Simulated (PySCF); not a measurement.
# One molecule, several mistakes: AlB2GeH6

Calculated results; nothing here was measured. The program is PySCF 2.14.0, an open-source quantum chemistry code, run on an isolated molecule that a program drew, which may never have been made. The molecule is AlB2GeH6 (charge 0, doublet), drawn as the SMILES string `[BH][B]([AlH2])[GeH3]`.

Each row is a Hartree-Fock (HF) and frozen-core CCSD(T) single point in the cc-pV(D+d)Z basis, meant for a local HF minimum. Run 1 is clean. Each other run has one planted mistake out of seven kinds, and not every kind appears here: one electron removed, one electron added, multiplicity raised by two, geometry at a saddle point, minimal basis STO-3G, one bond length entered in bohr, all coordinates scaled. The reference is restricted for singlets and unrestricted otherwise, and also for a bond in bohr. Adding or removing an electron swaps singlet and doublet. Electrons count all cores. HOMO and LUMO are orbital energies over both spins, the gradient is its largest component, and the lowest frequency (negative if imaginary) is given only where the gradient is small. Bond lengths are over the 9 bonds as drawn. T1 is the CCSD diagnostic: over 0.02 (restricted) or 0.045 (unrestricted) a single reference is doubtful. Germanium has the cc-pVDZ-PP basis, with a core potential (ECP10MDF) in place of its 10 inner electrons, and its 3s, 3p and 3d shells are frozen in CCSD(T).

Geometry of the clean run:
```xyz
10
AlB2GeH6, angstrom
B    -1.8336   -1.3032    0.6318
B    -0.4482   -0.6222    0.4808
Al    0.8354   -0.3931    2.1615
Ge    0.1617    0.0765   -1.3935
H    -2.8847   -1.8266    0.7769
H     1.9047   -1.5049    2.5270
H     0.7751    0.9114    3.0603
H     1.4678   -0.6163   -1.8137
H     0.4379    1.5870   -1.3276
H    -0.8664   -0.1577   -2.5103
```

| run | electrons | basis functions | <S^2> | HOMO (eV) | LUMO (eV) | gradient (hartree/bohr) | lowest frequency (cm^-1) | mean bond (Å) | longest bond (Å) | T1 | HF (hartree) | CCSD(T) (hartree) | mistake |
|---|---|---|---|---|---|---|---|---|---|---|---|---|---|
| 1 | 61 | 104 | 0.758 | -8.90 | 0.63 | 1.4e-06 | 43 | 1.6370 | 2.127 | 0.0207 | -588.06053 | -588.44805 | no fault |
| 2 | 60 | 104 | 0.000 | -15.49 | -6.51 | 4.3e-02 | - | 1.6370 | 2.127 | 0.0226 | -587.77871 | -588.14780 | one electron removed |
| 3 | 61 | 104 | 3.772 | -6.30 | -1.37 | 4.3e-02 | - | 1.6370 | 2.127 | 0.0340 | -587.94565 | -588.32069 | multiplicity raised by two |
| 4 | 62 | 104 | 0.000 | -1.61 | 5.16 | 2.9e-02 | - | 1.6370 | 2.127 | 0.0201 | -588.07470 | -588.50576 | ? |
| 5 | 61 | 104 | 0.761 | -8.68 | 0.50 | 4.1e-02 | - | 1.7925 | 2.329 | 0.0245 | -588.00442 | -588.39880 | ? |

**Which mistake was planted in run 4, and what did it cost?**

It counts 62 electrons, one more than the clean run, at the same geometry and basis. So the mistake is: one electron added. Subtracting run 1 and multiplying by 627.51 kcal/mol a hartree, the energy moved by -8.9 kcal/mol in HF and -36.2 kcal/mol in CCSD(T).

**Which mistake was planted in run 5, and what did it cost?**

The mean and the longest bond both change by the same factor, 1.095, and the gradient is no longer small. So the mistake is: all coordinates scaled. Subtracting run 1 and multiplying by 627.51 kcal/mol a hartree, the energy moved by 35.2 kcal/mol in HF and 30.9 kcal/mol in CCSD(T).

Cautions from the logs. Run 2: T1 is over the limit, so its CCSD(T) energy is less reliable; run 4: T1 is over the limit, so its CCSD(T) energy is less reliable.
